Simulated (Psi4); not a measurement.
H$_{8}$LiO$_{4}$, charge +1, singlet, at a GFN2-xTB geometry (such geometries of metal compounds can be far from the true shape); PBE0/cc-pVDZ (Psi4).

The Psi4 input:
```
memory 2 GB

molecule {
1 1
Li   -0.00000000   -0.00000000    0.00000000
O     1.56474128   -0.33763891   -0.97885944
H     1.81743891    0.06481306   -1.81266588
H     2.29587622   -0.91209539   -0.74108161
O     0.45257509    0.32010193    1.79256566
H     1.15256609    0.88211730    2.13204786
H     0.05001919   -0.08104729    2.56592516
O    -0.87446830    1.50184443   -0.70735395
H    -1.37706481    1.56104858   -1.52282219
H    -0.94335988    2.36896344   -0.30187222
O    -1.14284807   -1.48430744   -0.10635227
H    -2.07137750   -1.53107049    0.13185595
H    -0.92409821   -2.35272921   -0.45138705
}

set {
  basis cc-pvdz
}

energy('pbe0')
print_variables()
```

Output, abridged:

```
   => Loading Basis Set <=

    Name: CC-PVDZ
    Role: ORBITAL
    Keyword: BASIS

         ---------------------------------------------------------
                                   SCF
               by Justin Turney, Rob Parrish, Andy Simmonett
                          and Daniel G. A. Smith
                              RKS Reference
         ---------------------------------------------------------

  ==> Geometry <==

    Molecular point group: c1
    Full point group: C1

    Geometry (in Angstrom), charge = 1, multiplicity = 1:

       Center              X                  Y                   Z               Mass
    ------------   -----------------  -----------------  -----------------  -----------------
         LI          -0.000000000127    -0.000000002023    -0.000000000255     7.016003436600
         O            1.564741279873    -0.337638912023    -0.978859440255    15.994914619570
         H            1.817438909873     0.064813057977    -1.812665880255     1.007825032230
         H            2.295876219873    -0.912095392023    -0.741081610255     1.007825032230
         O            0.452575089873     0.320101927977     1.792565659745    15.994914619570
         H            1.152566089873     0.882117297977     2.132047859745     1.007825032230
         H            0.050019189873    -0.081047292023     2.565925159745     1.007825032230
         O           -0.874468300127     1.501844427977    -0.707353950255    15.994914619570
         H           -1.377064810127     1.561048577977    -1.522822190255     1.007825032230
         H           -0.943359880127     2.368963437977    -0.301872220255     1.007825032230
         O           -1.142848070127    -1.484307442023    -0.106352270255    15.994914619570
         H           -2.071377500127    -1.531070492023     0.131855949745     1.007825032230
         H           -0.924098210127    -2.352729212023    -0.451387050255     1.007825032230

  Running in c1 symmetry.

  Rotational constants: A =      0.09116  B =      0.09055  C =      0.09055 [cm^-1]
  Rotational constants: A =   2732.80105  B =   2714.52859  C =   2714.52859 [MHz]
  Nuclear repulsion =  166.283854552937584

  Charge       = 1
  Multiplicity = 1
  Electrons    = 42
  Nalpha       = 21
  Nbeta        = 21

  ==> Algorithm <==

  SCF Algorithm Type is DF.
  DIIS enabled.
  MOM disabled.
  Fractional occupation disabled.
  Guess Type is SAD.
  Energy threshold   = 1.00e-06
  Density threshold  = 1.00e-06
  Integral threshold = 1.00e-12

  ==> Primary Basis <==

  Basis Set: CC-PVDZ
    Blend: CC-PVDZ
    Number of shells: 54
    Number of basis functions: 110
    Number of Cartesian functions: 115
    Spherical Harmonics?: true
    Max angular momentum: 2

  ==> DFT Potential <==

   => LibXC <=

    Version 7.1.2
    S. Lehtola, C. Steigemann, M. J. T. Oliveira, and M. A. L. Marques,  SoftwareX 7, 1–5 (2018) (10.1016/j.softx.2017.11.002)

   => Composite Functional: PBE0 <=

    PBE0 Hyb-GGA Exchange-Correlation Functional

    C. Adamo and V. Barone,  J. Chem. Phys. 110, 6158 (1999) (10.1063/1.478522)
    M. Ernzerhof and G. E. Scuseria,  J. Chem. Phys. 110, 5029 (1999) (10.1063/1.478401)

    Deriv               =              1
    GGA                 =           TRUE
    Meta                =          FALSE

    Exchange Hybrid     =           TRUE
    MP2 Hybrid          =          FALSE

   => Exchange Functionals <=

    0.7500   Perdew, Burke & Ernzerhof

   => Exact (HF) Exchange <=

    0.2500               HF

   => Correlation Functionals <=

    1.0000   Perdew, Burke & Ernzerhof

   => LibXC Density Thresholds  <==

    XC_HYB_GGA_XC_PBEH:  1.00E-15

   => Molecular Quadrature <=

    Radial Scheme          =       TREUTLER
    Pruning Scheme         =           NONE
    Nuclear Scheme         =       TREUTLER

    Blocking Scheme        =         OCTREE
    BS radius alpha        =              1
    Pruning alpha          =              1
[...]
    Weights Tolerance      =       1.00E-15

   => Loading Basis Set <=

    Name: (CC-PVDZ AUX)
    Role: JKFIT
    Keyword: DF_BASIS_SCF

  ==> Integral Setup <==

  SCF_SUBTYPE=INCORE selected. In-core MEM_DF algorithm will be used.
  Using in-core AOs.

  ==> MemDFJK: Density-Fitted J/K Matrices <==

    J tasked:                   Yes
    K tasked:                   Yes
    wK tasked:                   No
    Algorithm:                 Core
    Schwarz Cutoff:           1E-12
    Mask sparsity (%):       0.1488
    Fitting Condition:        1E-10

   => Auxiliary Basis Set <=

  Basis Set: (CC-PVDZ AUX)
    Blend: CC-PVDZ-JKFIT + DEF2-UNIVERSAL-JKFIT
    Number of shells: 185
    Number of basis functions: 515
    Number of Cartesian functions: 584
    Spherical Harmonics?: true
    Max angular momentum: 3

  Minimum eigenvalue in the overlap matrix is 1.0684007226E-02.
  Reciprocal condition number of the overlap matrix is 2.1829209069E-03.
    Using symmetric orthogonalization.

  ==> Pre-Iterations <==

  SCF Guess: Superposition of Atomic Densities via on-the-fly atomic UHF (no occupation information).

   -------------------------
    Irrep   Nso     Nmo
   -------------------------
     A        110     110
   -------------------------
    Total     110     110
   -------------------------

  ==> Iterations <==

                           Total Energy        Delta E     RMS |[F,P]|

   @DF-RKS iter SAD:  -311.71582031427283   -3.11716e+02   0.00000e+00
   @DF-RKS iter   1:  -312.29503260350913   -5.79212e-01   1.10254e-02 DIIS/ADIIS
   @DF-RKS iter   2:  -311.78316708402417    5.11866e-01   1.52341e-02 DIIS/ADIIS
   @DF-RKS iter   3:  -312.83333175525257   -1.05016e+00   2.34825e-04 DIIS/ADIIS
   @DF-RKS iter   4:  -312.83354816543306   -2.16410e-04   6.91984e-05 DIIS
   @DF-RKS iter   5:  -312.83356667517774   -1.85097e-05   1.28827e-05 DIIS
   @DF-RKS iter   6:  -312.83356740545912   -7.30281e-07   4.91170e-07 DIIS
  Energy and wave function converged.

  ==> Post-Iterations <==

   Electrons on quadrature grid:
      Ntotal   =   42.0000738959 ; deviation = 7.390e-05

    Orbital Energies [Eh]
    ---------------------

    Doubly Occupied:

[...]
    Virtual:

[...]
    Final Occupation by Irrep:
              A
    DOCC [    21 ]
    NA   [    21 ]
    NB   [    21 ]

  @DF-RKS Final Energy:  -312.83356740545912

   => Energetics <=

    Nuclear Repulsion Energy =            166.2838545529375835
    One-Electron Energy =                -753.6088983976178497
    Two-Electron Energy =                 303.9103188060635148
    DFT Exchange-Correlation Energy =     -29.4188423668423340
    Empirical Dispersion Energy =           0.0000000000000000
    VV10 Nonlocal Energy =                  0.0000000000000000
    Total Energy =                       -312.8335674054591209

Computation Completed

Properties will be evaluated at   0.000000,   0.000000,   0.000000 [a0]

Properties computed using the SCF density matrix

 Multipole Moments:

 ------------------------------------------------------------------------------------
     Multipole            Electronic (a.u.)      Nuclear  (a.u.)        Total (a.u.)
 ------------------------------------------------------------------------------------

 L = 1.  Multiply by 2.5417464519 to convert [e a0] to [Debye]
 Dipole X            :         -0.0000000            0.0000000            0.0000000
 Dipole Y            :         -0.0000000           -0.0000000           -0.0000000
 Dipole Z            :         -0.0000000            0.0000000            0.0000000
 Magnitude           :                                                    0.0000000

 ------------------------------------------------------------------------------------

  Variable Map:
  ----------------------------------------------------------------------------
[...]
  Array Variable Map:
  ----------------------------------------------------------------------------
[...]
[...]
```
